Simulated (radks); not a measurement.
Results of a calculation; reference values are marked as such.
Excited configurations of the platinum ion Pt+: one electron is placed in a higher orbital outside [Xe] 4f14 5d8. The ground configuration is [Xe] 4f14 5d9. Code: a radial shooting solver on a logarithmic mesh with Libxc functionals. Model: scalar-relativistic Kohn-Sham, PBEsol, spin-unpolarised, spherical densities, point nucleus. Excitation = E - E(ground); binding = E(ion) - E, where the ion is the core of charge +2; n* = 2/sqrt(2 binding) in atomic units, and the quantum defect is n - n*.

outer orbital	excitation (eV)	binding (eV)	n*	quantum defect	eigenvalue (eV)
6p	8.850	11.147	2.210	3.790	-8.163
6d	14.460	5.537	3.135	2.865	-4.022
6f	17.616	2.381	4.781	1.219	-1.786
7p	14.754	5.243	3.222	3.778	-4.082
7f	18.290	1.707	5.647	1.353	-1.327

The Delta-SCF ionisation energy is 19.997 eV (NIST Atomic Spectra Database: 18.6 eV, measured). Self-interaction in the functional shifts the binding energies and quantum defects, so they are the method's values and not measured ones. Spin polarisation and multiplet splitting are left out, so open shells lie too high by an amount that depends on their filling. Spin-orbit splitting is averaged out at the scalar-relativistic level.

Beside tabulated values, note that spin-unpolarised runs miss the spin-polarisation part of the exchange energy of open shells.
